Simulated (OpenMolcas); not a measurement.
**neutral arsenic: effect of the basis set**

| Item | Value |
| --- | --- |
| Program | OpenMolcas |
| Method | CASSCF |
| Active space | 5 electrons in 8 orbitals (4s 4p 5s 5p) |
| State averaging | 2S+1 = 4 odd, 1 root; 2S+1 = 2 odd, 8 roots; 2S+1 = 4 even, 3 roots; 2S+1 = 2 even, 9 roots |
| Spin-orbit coupling | state interaction with AMFI integrals over the reference wave functions, term energies averaged over their components |

A. ANO-RCC-VQZP [7s6p4d2f1g], DKH2, point nucleus; cost of the order of 13 core-seconds
B. ANO-R2 [6s5p4d3f1g], X2C, finite nucleus; cost about 15 core-seconds
C. ANO-RCC [9s8p6d4f2g], DKH2, point nucleus; cost of the order of 70 core-seconds

Energies in cm-1 above 4s2 4p3 4S* 3/2, the measured ground level; measured values from NIST Handbook of Basic Atomic Spectroscopic Data.

```json
{"Level": "4s2 4p3 4S* 3/2", "A": "0.0", "B": "0.0", "C": "0.0", "Measured": "0.0"}
{"Level": "4s2 4p3 2D* 3/2", "A": "13783", "B": "13929", "C": "13780", "Measured": "10593"}
{"Level": "4s2 4p3 2D* 5/2", "A": "14133", "B": "14283", "C": "14130", "Measured": "10915"}
{"Level": "4s2 4p3 2P* 1/2", "A": "19326", "B": "19668", "C": "19319", "Measured": "18186"}
{"Level": "4s2 4p3 2P* 3/2", "A": "19705", "B": "20047", "C": "19697", "Measured": "18648"}
```

Deviations, from unrounded energies. A percentage is the sum of absolute deviations over the sum of measured energies, with the sign that they share, or ± where signs differ.

| Against measurement | Levels | A | B | C |
| --- | --- | --- | --- | --- |
| mean absolute deviation (cm-1) | 4 | 2200 | 2400 | 2100 |
| other terms of the ground configuration (%) | 4 | +14.8 | +16.4 | +14.7 |

A, C lie about equally close to measurement and B furthest from it. The largest miss of C in the table is 4s2 4p3 2D* 5/2, by +3200 cm-1. The ranking rests on the paired levels alone, and a cruder setting can come out closer through cancelling errors.

Among A to C the level of the table that moves most is 4s2 4p3 2P* 3/2, by 350 cm-1 (lowest in C, highest in B).

Without dynamic correlation excited terms often stand tens of per cent too high (terms of higher spin than the ground term too low), and those without a measured partner can miss by more than the paired ones. The run also gave levels led by 4s2 4p2 5s, which use shells meant for correlation; these and all levels above them are left out. Some levels mix across a computed gap that differs much from the measured one, so their mixing is not that of the real levels (holds for A; C). Measured partners are found by configuration, term and J. A level has none where our copy of the source lacks it or the pairing is in doubt (some pairs that miss far off the trend of their configuration count as doubtful), and it then counts in no deviation. Levels of configurations outside the active space are missing. Levels that lie high or do not pair safely by name in every column are left out.

* marks odd parity.
